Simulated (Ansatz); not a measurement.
Geometry optimisation, RKS PBE0/cc-pVDZ in Ansatz 0.2.0.

Input:

```yaml
crystal:
  periodic: [false, false, false]
  atoms:
    - { symbol: B, position_ang: [-0.443451, 0.552122, 0.876849] }
    - { symbol: C, position_ang: [0.71321, -0.217647, 0.107557] }
    - { symbol: C, position_ang: [0.1793, -1.406612, -0.701902] }
    - { symbol: "N", position_ang: [-0.707106, 1.790013, 0.319467] }
    - { symbol: H, position_ang: [-0.090797, 1.96745, -0.465711] }
    - { symbol: H, position_ang: [-1.072492, 0.116162, 1.813077] }
    - { symbol: H, position_ang: [1.473053, -0.5952, 0.817073] }
    - { symbol: H, position_ang: [1.249958, 0.472694, -0.569563] }
    - { symbol: H, position_ang: [0.986426, -1.957829, -1.211508] }
    - { symbol: H, position_ang: [-0.351948, -2.124675, -0.056827] }
    - { symbol: H, position_ang: [-0.535912, -1.081532, -1.475593] }
    - { symbol: H, position_ang: [-1.400342, 2.484952, 0.54688] }
basis:
  gaussian: { orbitals: cc-pVDZ }
hamiltonian:
  xc: pbe0
relax:
  f_tol: 0.03
  max_steps: 50
output:
  orbitals: {}
```

Command:

```bash
$ ansatz run input.yaml --threads 2 --pin off --max-ram 3072MiB --backend cpu --events-out ev --progress --plain --runs-dir out
```

Q: Where does it end, and by what steps?

A: It converged. After 11 steps the energy has fallen by 0.182 eV; H5 moved furthest, 0.56 Å.

```tsv
step	energy less start (eV)	largest force component (eV/Å)	accepted
0	0.0000	0.723	yes
1	-0.1125	0.573	yes
2	-0.1554	0.503	yes
3	0.0001	1.505	no
4	-0.1747	0.100	yes
5	-0.1778	0.048	yes
6	-0.1798	0.064	yes
7	-0.1797	0.093	no
8	-0.1813	0.034	yes
9	-0.1814	0.070	yes
10	-0.1818	0.050	yes
11	-0.1819	0.026	yes
```

```xyz
12
Properties=species:S:1:pos:R:3
B -0.467 0.590 0.663
C 0.689 -0.236 -0.023
C 0.216 -1.548 -0.657
N -0.662 1.947 0.411
H -0.086 2.480 -0.229
H -1.226 0.058 1.448
H 1.428 -0.473 0.768
H 1.236 0.370 -0.768
H 1.053 -2.136 -1.067
H -0.305 -2.181 0.080
H -0.491 -1.365 -1.483
H -1.387 2.495 0.854
```

The run took 14 s on 2 threads of Intel(R) Xeon(R) 6975P-C (Granite Rapids), with other jobs on the host, peak memory 0.2 GiB.
